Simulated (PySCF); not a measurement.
Isomers of C6H7NOSSi, one GFN2-xTB conformer each. Single-point energies are computed at PBE0/pcSseg-1 (PySCF, gas phase, no added dispersion term), electronic only.

Question: Rank them by PBE0/pcSseg-1 energy, lowest first (kcal/mol).
A. `[SiH3:1][NH:2][c:3]1[cH:4][c:5]2[s:6][cH:7][cH:8][c:9]2[o:10]1` with Si1–N2–C3–C4 180°
B. `[SiH3:1][O:2][c:3]1[cH:4][s:5][c:6]2[cH:7][cH:8][nH:9][c:10]12` with Si1–O2–C3–C4 0°

Answer: B (0.0), A (10.6).

As drawn, the lower has an Si–O bond, which the higher lacks. GFN2-xTB itself gives, in the same order: 0.0, 18.5. Both levels put the same isomer lowest.

Question: Which frontier levels, dipoles and rotational constants go with these structures?

Answer: 
| SMILES | HOMO (eV, PBE0/pcSseg-1) | LUMO (eV) | dipole (D) | A, B, C (MHz) |
| --- | --- | --- | --- | --- |
| [SiH3]Oc1csc2cc[nH]c12 | -5.75 | -0.02 | 2.32 | 1878, 699.7, 512.8 |
| [SiH3]Nc1cc2sccc2o1 | -5.32 | -0.19 | 1.98 | 3332, 534.7, 463.2 |
